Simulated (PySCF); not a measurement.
# Ge⁻ (germanium, charge -1): UHF calculation

Configuration: [Ar] 3d10 4s2 4p3, high-spin 4S determinant. All numbers are calculated (PySCF 2.14, scalar relativity by spin-free X2C-1e, in aug-cc-pVDZ-DK (6s5p3d, 36 functions)).

- Total energy: -2096.990718 hartree
- One-electron energy: -2930.3258 hartree
- Hartree (Coulomb) energy: 912.0746 hartree
- Exchange energy: -78.7396 hartree
- ⟨S²⟩: 3.7528
- ⟨L²⟩: 0.000
- Sum of ⟨r⟩: 28.63 bohr
- Sum of ⟨r²⟩: 64.94 bohr²
- Langevin diamagnetic susceptibility: -51.4 ×10⁻⁶ cm³/mol

```csv
shell,electrons,mean orbital energy (eV),"rms radius, mean of both spins (bohr)"
1s α,1,-11172.1,0.0542
1s β,1,-11172.0,0.0542
2s α,1,-1447.4,0.227
2s β,1,-1447.4,0.227
2p α,3,-1259.5,0.203
2p β,3,-1259.4,0.203
3s α,1,-194.87,0.668
3s β,1,-194.70,0.668
3p α,3,-135.21,0.700
3p β,3,-134.94,0.700
3d α,5,-36.773,0.817
3d β,5,-36.622,0.817
4s α,1,-11.615,2.46
4s β,1,-6.580,2.46
4p α,3,-1.590,3.74
```

Densities and radii are taken from the X2C orbitals without a picture-change correction, which distorts them close to the nucleus.

Spin-orbit constants ζ (cm⁻¹) from the X2C one-electron operator on these orbitals: bare nucleus, nucleus screened by l(l+1)(2l+1)/3 electrons, and screened by the Breit-Pauli mean field of the electrons.

| shell | bare | screened nucleus | mean field |
| --- | --- | --- | --- |
| 2p | 177300 | 166300 | 161200 |
| 3p | 23540 | 22070 | 21260 |
| 3d | 2573 | 1769 | 1625 |
| 4p | 670.0 | 628.1 | 597.7 |
